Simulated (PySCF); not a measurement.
# Radial density of N⁺ (nitrogen, charge +1)

UHF, [He] 2s2 2p2, high-spin 3P determinant. Computed with PySCF 2.14 in cc-pVTZ-DK (4s3p2d1f, 30 functions), with the spin-free X2C one-electron Hamiltonian (Gaussian nucleus).

```csv
r (bohr),4πr²ρ (e/bohr),4πr²(ρα − ρβ)
0.00424,0.04583,0.0000
0.00713,0.1241,0.0000
0.0120,0.3230,0.0001
0.0202,0.8096,0.0002
0.0339,1.881,0.0009
0.0571,3.853,0.0033
0.0960,6.358,0.0144
0.161,7.372,0.0659
0.272,4.899,0.2575
0.457,2.221,0.7982
0.768,2.915,1.4718
1.29,2.617,1.2160
2.17,0.6280,0.2978
3.66,0.02741,0.0145
6.15,3.027e-05,0.0000
```

Densities and radii are taken from the X2C orbitals without a picture-change correction, which distorts them close to the nucleus.
